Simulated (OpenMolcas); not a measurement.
# Ionisation energies of strontium

```
Program             : OpenMolcas 26.06
Basis               : ANO-RCC [11s10p7d4f2g]
Scalar Hamiltonian  : DKH2, point nucleus
Spin-orbit coupling : RASSI with atomic mean-field integrals over the reference wave functions, term energies averaged over their components
```

Active shells in each charge state: the valence s, p shells, with orbitals averaged over the low states. Where CASPT2's correlated closed shells are named, they are those of the first ion.

A. CASSCF
B. SS-CASPT2, IPEA 0.25 Eh, imaginary shift 0.1 Eh (closed shells correlated: 4s 4p)
C. SS-CASPT2, IPEA 0 Eh, imaginary shift 0.1 Eh (closed shells correlated: 4s 4p)
D. SS-CASPT2, IPEA 0.25 Eh, imaginary shift 0.1 Eh (closed shells correlated: 3d 4s 4p)
E. SS-CASPT2, IPEA 0.25 Eh, imaginary shift 0.1 Eh (closed shells correlated: none)

Energies in eV between the lowest computed levels, named as in B; reference values from the NIST Atomic Spectra Database with their kind.

```tsv
From	To	A	B	C	D	E	Spin-orbit share in B	Reference
Sr 5s² ¹S₀	Sr+ 5s ²S_1/2	5.395	5.603	5.598	5.610	5.436	+0.000	5.695 (measured)
Sr+ 5s ²S_1/2	Sr2+ 4p⁶ ¹S₀	10.440	10.973	11.011	10.986	10.440	+0.000	11.030 (measured)
```

Error against the reference values, in %:

| From | Reference | A | B | C | D | E |
| --- | --- | --- | --- | --- | --- | --- |
| Sr | measured | -5.3 | -1.6 | -1.7 | -1.5 | -4.5 |
| Sr+ | measured | -5.3 | -0.5 | -0.2 | -0.4 | -5.3 |

Mean absolute error over the 2 measured values: A 0.45 eV, B 0.07 eV, C 0.06 eV, D 0.06 eV, E 0.42 eV.
